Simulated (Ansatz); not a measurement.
Gas-phase electronic energies from Ansatz, PBE0-D4/def2-TZVP geometries. CBS: MP2 limit from def2 TZ/QZ plus the TZ coupled-cluster correction, frozen cores. This one scheme is used for every species. DFT in def2-TZVPP. For Ga outer-core shells are correlated without core-valence functions, which leaves a few kJ/mol of doubt a bond. Scalar relativity is left out up to krypton. Each species was taken in one conformer, which may not be the lowest.

Consider the formal exchange of groups at a B–C bond: `C[B](C)[GaH2]` + `BF` → `C[B]([GaH2])BF` + CH₄.

CCSD(T)/CBS gives +2.7 kcal/mol.

Problem. Another level gave -0.4 kcal/mol. Which?
A. MP2/def2-TZVPP
B. ωB97M-V/def2-TZVPP
C. r2SCAN0-D4/def2-TZVPP
D. PBE-D4/def2-TZVPP

Solution. D. PBE-D4 -0.4, MP2/def2-TZVPP 3.8, ωB97M-V 2.8, r2SCAN0-D4 1.5 kcal/mol.

Largest T1 diagnostic among the species: 0.014.

Leaving LDA and LC-ωPBE aside and taking each functional with its dispersion term where it has one, the values spread over 3.2 kcal/mol, from PBE-D4 to ωB97M-V. LDA lies +0.8 kcal/mol from PBE without D4. From r2SCAN to r2SCAN0 (25 % exact exchange), in def2-TZVPP and without D4, ΔE moves by +1.0 kcal/mol.

CCSD(T)/CBS has its own doubt, a few kJ/mol and more with outer-core shells, so smaller differences from it don't rank the levels.
